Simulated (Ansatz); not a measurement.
A run for Ansatz (a program for electronic structure): U-CCSD(T)/cc-pVTZ on CH4N (SMILES C[NH]), 2S+1 = 2, atoms moved off the minimum.

Ansatz 0.2 input:
```yaml
crystal:
  periodic: [false, false, false]
  atoms:
    - {symbol: C, position_ang: [-0.72410830, 0.15450948, 0.10296691]}
    - {symbol: N, position_ang: [0.78194146, -0.22793898, -0.14001454]}
    - {symbol: H, position_ang: [-0.73387399, 0.22450538, 1.23011797]}
    - {symbol: H, position_ang: [-1.33761035, -0.52533608, -0.34945663]}
    - {symbol: H, position_ang: [-0.72080926, 1.13058502, -0.18064175]}
    - {symbol: H, position_ang: [1.36847749, 0.30954226, 0.21951897]}
basis:
  gaussian:
    orbitals: cc-pVTZ
magnetization: {spin_polarized: true, initial_magnetization: 1}
correlation: {method: ccsd_t, electrons: outside_noble_gas}
scf: {omitted_lower_state_checks: [cluster_reference]}
output: {forces: true}
```

### Question
Predict the final total energy.

### Answer
-94.9791 hartree (reference determinant -94.5841, T1 diagnostic 0.012).

### Question
How many basis functions does it have, and what does it roughly cost on one machine?

### Answer
116 functions; very roughly 90 core-seconds.
